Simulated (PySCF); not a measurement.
# ZnCl: from constants to spectrum

UHF-MP2 constants of ZnCl, ²Σ⁺ (doublet), unpaired electrons σ ↑ (basis Zn x2c-SVPall, Cl x2c-SVPall; spin-free X2C with a Gaussian nucleus; PySCF 2.14; masses 63.9291 and 34.9689 u):

- ωe: 417.0 cm⁻¹
- ωexe: 1.37 cm⁻¹
- Be: 0.16277 cm⁻¹
- αe: 0.000781 cm⁻¹
- D (centrifugal): 9.92e-08 cm⁻¹
- De to Zn + Cl: 2.18 eV

(1) Give the vibrational terms G(v) and spacings up to v = 6.

(2) How well does the Morse estimate ωe²/(4ωexe) reproduce De, and what is D0?

Correlated steps freeze 10 core orbitals. Correlated levels converge slowly with the basis: in double zeta they bind strong bonds too weakly, by up to about 1 eV, and carry superposition errors of some tenths. The state is the lowest determinant that a PBE0 search found; another state may lie lower at other levels.

Results:

(1) G(v) = ωe(v+½) − ωexe(v+½)².

```tsv
v	G(v) (cm⁻¹)	G(v) − G(v−1)	Bv (cm⁻¹)
0	208.2		0.1624
1	622.4	414.3	0.1616
2	1033.9	411.5	0.1608
3	1442.7	408.8	0.1600
4	1848.8	406.0	0.1593
5	2252.1	403.3	0.1585
6	2652.6	400.6	0.1577
```

(2) It gives 3.93 eV, 180 % of the computed De. D0 = De − G(0) = 2.18 − 0.03 = 2.15 eV.
